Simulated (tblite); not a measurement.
Species: C7H7O (doublet state).
SMILES with atom numbers: `[CH:1]#[C:2]/[C:3](=[CH:4]\[C:5]=[CH2:6])[O:7][CH3:8]` (hydrogens: H9 on C1; H10 on C4; H11, H12 on C6; H13, H14, H15 on C8)

Geometry (GFN2-xTB, Å), atoms numbered from 1 in this order:
```
atom  x, y, z in Å
C1    -0.098    2.180    0.504
C2    -0.214    1.012    0.207
C3    -0.372   -0.323   -0.134
C4     0.714   -1.226   -0.168
C5     1.973   -0.917    0.106
C6     3.204   -0.631    0.365
O7    -1.598   -0.845   -0.458
C8    -2.685    0.041   -0.434
H9     0.031    3.187    0.765
H10    0.467   -2.245   -0.442
H11    3.617   -0.705    1.362
H12    3.894   -0.302   -0.401
H13   -3.559   -0.544   -0.716
H14   -2.831    0.464    0.566
H15   -2.546    0.863   -1.144
```

Level: GFN2-xTB in tblite, geometry and Hessian alike; calculated harmonic values, unscaled, isolated species. The method is semi-empirical: single wavenumbers can be off by several per cent or more. One conformer, not necessarily the lowest. Open shells enter through the occupations alone, without spin polarisation, and single modes of such species can be off by tens of per cent.

Harmonic wavenumbers (cm⁻¹): 75.0, 87.8, 127.2, 150.0, 166.1, 231.9, 263.0, 263.8, 375.6, 383.3, 450.7, 503.3, 566.2, 590.2, 692.3, 782.2, 845.1, 859.8, 955.3, 1043.6, 1094.0, 1128.4, 1153.7, 1202.5, 1332.8, 1341.4, 1407.9, 1428.1, 1460.1, 1478.5, 2002.7, 2164.8, 2927.1, 2947.3, 3018.7, 3028.7, 3029.6, 3039.8, 3396.9.

A = 3785, B = 1334, C = 999.4 MHz; mass 107.050 u (most abundant isotopes); point group Cs, symmetry number 1; spin multiplicity 2.

Task: Zero-point energy?

Result: ½Σν̃ = 23998 cm⁻¹ = 68.61 kcal/mol.

Task: What is S at 350 K and 1 bar for an ideal gas of classical rigid rotors and harmonic oscillators?

Result: Translation 40.74, rotation 29.02, vibration 31.64, spin (R ln 2) 1.38: S = 102.8 cal/(mol K).

Task: And Cp and H(350 K) − H(0)?

Result: Cp = 39.41 cal/(mol K), of which vibrations give 31.46 (their classical limit is 39 R = 77.5); H(350 K) − H(0) = 8.68 kcal/mol without the zero-point energy, 5.90 from vibrations.

Task: Blend soft modes into free rotors: weight 1/[1 + (100 cm⁻¹/ν̃)⁴] for the oscillator and the rest for a rotor with moment μB/(μ + B), μ = h/(8π²ν), B = 10⁻⁴⁴ kg m². What vibrational entropy results?

Result: 30.08 cal/(mol K) in place of 31.64, which changes −T·S at 350 K by +0.55 kcal/mol.

Task: What must be added to the electronic energy to get the Gibbs energy at 350 K and 1 bar?

Result: ZPE + [H(350 K) − H(0)] − T·S = 68.61 + 8.68 − 35.97 = 41.32 kcal/mol.

Task: Which modes carry the vibrational entropy at 350 K?

Result: 75.0 cm⁻¹: 4.33; 87.8 cm⁻¹: 4.02; 127.2 cm⁻¹: 3.30; 150.0 cm⁻¹: 2.98; 166.1 cm⁻¹: 2.78; 231.9 cm⁻¹: 2.16 cal/(mol K); the other 33 give 12.07 together.

Task: How do the functions run with temperature in this model?

Result: 
```
T (K)  S (cal/(mol K))  Cp (cal/(mol K))  H − H(0) (kcal/mol)  G − H(0) (kcal/mol)  ln q(vib)
  100             68.2              18.6                 1.25                -5.57       1.23
  200             84.1              28.0                 3.60               -13.22       3.71
  300             97.0              35.8                 6.80               -22.30       6.21
  500            118.4              48.5                15.31               -43.91      10.97
  800            144.1              60.6                31.83               -83.45      17.39
 1000            158.2              66.0                44.53              -113.72      21.23
```

q(vib) and H(0) count from the zero-point level.

Hindered rotation and anharmonicity are outside this model. Other conformers, if any are populated, would add a mixing term that is left out.
